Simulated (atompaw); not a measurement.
# gadolinium: PAW (atompaw) pseudisation with PBE, scalar-relativistic reference atom.

Input for atompaw 4.2.0.5:

```
Gd 64
GGA-PBE scalarrelativistic loggrid 2001 logderivrange -6 5 276
6 6 5 4 0 0
6 1 0
5 2 1
4 3 7
0 0 0
c
c
c
c
v
v
c
c
c
v
v
c
c
v
v
3
2.60 2.25 2.05 1.95
n
n
y
4.4
n
y
0.8
n
custom polynom vanderbiltortho sinc
4 1 troulliermartins
1.75
2.30
1.90
2.60
1.90
2.60
0.95
0.95
PWSCFOUT
UPFDX 0.0125d0 UPFXMIN -7.d0 UPFZMESH 64.d0
END
```

Command:

```bash
atompaw < Gd.input > Gd.log
```

The program printed (summary file):

```
Completed calculations for Gd (AE)

 Exchange-correlation type: GGA, Perdew-Burke-Ernzerhof

 Radial integration grid is logarithmic
 r0 =   1.0575335E-04 h =   6.7682145E-03   n =      2001 rmax =   8.0000000E+01

 Scalar relativistic calculation

 AEatom converged in  39 iterations
   nz     =  64.00
   delta  =       3.919645414717E-17

 All Electron Orbital energies:
  n  l      occupancy      energy
  1  0      2.0000000E+00 -3.6826467E+03
  2  0      2.0000000E+00 -6.0805217E+02
  3  0      2.0000000E+00 -1.3480097E+02
  4  0      2.0000000E+00 -2.7153185E+01
  5  0      2.0000000E+00 -3.6558803E+00
  6  0      2.0000000E+00 -3.0325986E-01
  2  1      6.0000000E+00 -5.4106294E+02
  3  1      6.0000000E+00 -1.1405194E+02
  4  1      6.0000000E+00 -2.0314484E+01
  5  1      6.0000000E+00 -2.0039072E+00
  6  1      0.0000000E+00 -9.7960893E-02
  3  2      1.0000000E+01 -8.6676968E+01
  4  2      1.0000000E+01 -1.0857058E+01
  5  2      1.0000000E+00 -1.8617180E-01
  4  3      7.0000000E+00 -6.3920448E-01

 Total energy
   Total                    :   -22542.23965848426815

 ---
 Completed calculations for Gd (SC)

 Exchange-correlation type: GGA, Perdew-Burke-Ernzerhof

 Radial integration grid is logarithmic
 r0 =   1.0575335E-04 h =   6.7682145E-03   n =      2001 rmax =   8.0000000E+01

 Scalar relativistic calculation

 SCatom converged in   4 iterations
   nz     =  64.00
   delta  =       5.314361410172E-15

 Valence Electron Orbital energies:
  n  l      occupancy      energy
   5  0      2.0000000E+00 -3.6558803E+00
   6  0      2.0000000E+00 -3.0325986E-01
   5  1      6.0000000E+00 -2.0039072E+00
   6  1      0.0000000E+00 -9.7960895E-02
   5  2      1.0000000E+00 -1.8617180E-01
   4  3      7.0000000E+00 -6.3920448E-01

 Total energy
   Total                    :   -22542.23965848020453
   Valence                  :     -682.95509505332780

 PAW parameters:
       lmax =            3
         rc =    2.6045783925466459
        irc =         1495
   rc_shape =    2.2594741536332341
    rc_vloc =    2.0551985389842891
    rc_core =    1.9600940520988417
   Vloc: Norm-conserving Troullier-Martins with l= 4;e=   1.0000E+00
   Projector type: polynomial pseudization + Vanderbilt ortho.
   Sinc^2 compensation charge shape zeroed at   2.2595E+00

 Number of basis functions     8
 No.   n  nodes  l      Energy         Cp coeff         Occ
  1    5    4    0   -0.3655880E+01  0.2711188E+01  0.2000000E+01
  2    6    5    0   -0.3032599E+00  0.2774996E+02  0.2000000E+01
  3    5    3    1   -0.2003907E+01  0.1465577E+01  0.6000000E+01
  4    6    4    1   -0.9796090E-01  0.7463673E+02  0.0000000E+00
  5    5    2    2   -0.1861718E+00  0.1549216E+01  0.1000000E+01
  6  999    3    2    0.4400000E+01  0.8929701E+00  0.0000000E+00
  7    4    0    3   -0.6392045E+00  0.3698911E+02  0.7000000E+01
  8  999    1    3    0.8000000E+00  0.2036655E+03  0.0000000E+00

 Eigenvalues of overlap operator (in the basis of projectors):
    1        4.45916153E-01
    2        7.00078752E-01
    3        1.98914039E+00
    4        4.91477084E+00
    5        5.46559188E+01
    6        6.25062882E+01
    7        1.40017720E+03
    8        1.75901857E+03

 Orbital leakage outside PAW augmentation regions
   orb  is_core?  %out_of_sphere
   1 0    T           0.00
   2 0    T           0.00
   3 0    T           0.00
   4 0    T           0.00
   5 0    F           1.10
   6 0    F          86.22
   2 1    T           0.00
   3 1    T           0.00
   4 1    T           0.00
   5 1    F           4.74
   6 1    F          96.26
   3 2    T          -0.00
   4 2    T           0.00
   5 2    F          48.20
   4 3    F           0.94

 Summary of PAW energies
   Total valence energy     :   -682.95510476419645
   Smooth energy            :     66.08189563219830
   One center               :   -749.03700039639477
   Smooth kinetic           :    128.20741901483908
   Vloc energy              :    -48.30065616844903
   Smooth exch-corr         :    -21.32544517185952
   One-center xc            :   -475.69650406751884
```

The run took about 15 s on one core of a shared server CPU.
